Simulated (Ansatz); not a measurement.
Steps of a relaxation of C$_{4}$H$_{2}$F$_{4}$, SMILES `FC1=CC(F)C1(F)F` with RKS PBE0-D4/def2-TZVP.

```sh
$ ansatz run in.yaml --threads 4 --pin off --events-out ev --progress --plain --max-ram 11315MiB
```

```yaml
crystal:
  periodic: [false, false, false]
  atoms:
    - {symbol: F, position_ang: [-1.209162, -1.735193, 1.222811]}
    - {symbol: C, position_ang: [-0.577908, -0.726779, 0.651148]}
    - {symbol: C, position_ang: [-0.121426, 0.466996, 1.091686]}
    - {symbol: C, position_ang: [0.526053, 0.793139, -0.239624]}
    - {symbol: F, position_ang: [0.004067, 1.878556, -0.905361]}
    - {symbol: C, position_ang: [-0.023554, -0.588523, -0.748585]}
    - {symbol: F, position_ang: [-0.912673, -0.494853, -1.765093]}
    - {symbol: F, position_ang: [0.918533, -1.505919, -1.101523]}
    - {symbol: H, position_ang: [-0.157624, 1.002155, 2.049189]}
    - {symbol: H, position_ang: [1.636695, 0.859221, -0.251648]}
basis:
  gaussian: {orbitals: def2-TZVP}
hamiltonian: {xc: pbe0, dispersion: d4}
relax: {f_tol: 0.005, max_steps: 150}
```

Positions (Å) and forces (eV/Å) along the path, 5 of 5 steps:

```xyz
10
step=1 energy=-15037.4897 eV
F    -1.209   -1.735    1.223    0.327    0.500   -0.313
C    -0.578   -0.727    0.651    0.258    0.655    0.259
C    -0.121    0.467    1.092   -0.326   -0.681   -0.204
C     0.526    0.793   -0.240    0.265   -0.170    0.000
F     0.004    1.879   -0.905    0.194   -0.360    0.254
C    -0.024   -0.589   -0.749   -0.083    0.032   -0.003
F    -0.913   -0.495   -1.765    0.477   -0.154    0.498
F     0.919   -1.506   -1.102   -0.479    0.440    0.082
H    -0.158    1.002    2.049    0.021   -0.302   -0.552
H     1.637    0.859   -0.252   -0.655    0.039   -0.021
10
step=2 energy=-15037.5368 eV
F    -1.198   -1.722    1.217    0.104    0.175   -0.123
C    -0.572   -0.719    0.649    0.070    0.161    0.045
C    -0.124    0.462    1.084   -0.064   -0.188   -0.069
C     0.529    0.787   -0.238    0.005   -0.065    0.013
F     0.012    1.871   -0.896    0.063   -0.099    0.064
C    -0.024   -0.584   -0.744   -0.019   -0.041   -0.007
F    -0.912   -0.500   -1.750    0.194   -0.038    0.203
F     0.910   -1.497   -1.100   -0.173    0.161    0.022
H    -0.163    0.992    2.028    0.012   -0.067   -0.141
H     1.625    0.859   -0.248   -0.193    0.002   -0.008
10
step=3 energy=-15037.5419 eV
F    -1.199   -1.714    1.210   -0.007   -0.012   -0.005
C    -0.570   -0.716    0.648    0.009   -0.016    0.004
C    -0.122    0.459    1.082   -0.008    0.015    0.001
C     0.527    0.784   -0.237    0.007   -0.013    0.007
F     0.011    1.866   -0.892   -0.004   -0.004    0.000
C    -0.022   -0.584   -0.740   -0.003    0.006   -0.005
F    -0.907   -0.501   -1.742   -0.010   -0.004   -0.009
F     0.908   -1.492   -1.098   -0.006    0.008    0.006
H    -0.160    0.988    2.022    0.003    0.011    0.003
H     1.616    0.858   -0.249    0.019    0.006   -0.001
10
step=4 energy=-15037.5420 eV
F    -1.198   -1.715    1.209   -0.001   -0.004   -0.006
C    -0.569   -0.716    0.648   -0.004    0.007    0.005
C    -0.123    0.460    1.082   -0.001   -0.005    0.003
C     0.528    0.783   -0.236   -0.005   -0.004    0.000
F     0.012    1.866   -0.892   -0.001    0.007   -0.004
C    -0.023   -0.584   -0.740    0.008   -0.004    0.004
F    -0.908   -0.501   -1.742   -0.002    0.002    0.003
F     0.907   -1.491   -1.099    0.002   -0.003   -0.004
H    -0.161    0.990    2.022    0.003    0.005   -0.001
H     1.618    0.857   -0.248    0.001    0.000    0.000
10
step=5 energy=-15037.5420 eV
F    -1.199   -1.715    1.209    0.000   -0.001   -0.004
C    -0.569   -0.716    0.648   -0.001    0.005    0.004
C    -0.123    0.460    1.082   -0.002   -0.005    0.002
C     0.528    0.783   -0.236    0.000   -0.002    0.000
F     0.012    1.866   -0.892    0.000    0.002   -0.001
C    -0.023   -0.584   -0.740    0.004   -0.003    0.002
F    -0.908   -0.501   -1.741   -0.001    0.001    0.001
F     0.908   -1.491   -1.100    0.000   -0.001   -0.002
H    -0.161    0.990    2.021    0.002    0.003   -0.002
H     1.618    0.858   -0.248   -0.001    0.000    0.000
```

It took 30 s on 4 threads of an Arm Neoverse V2 on a shared host, with 0.79 GiB of host memory at the peak.
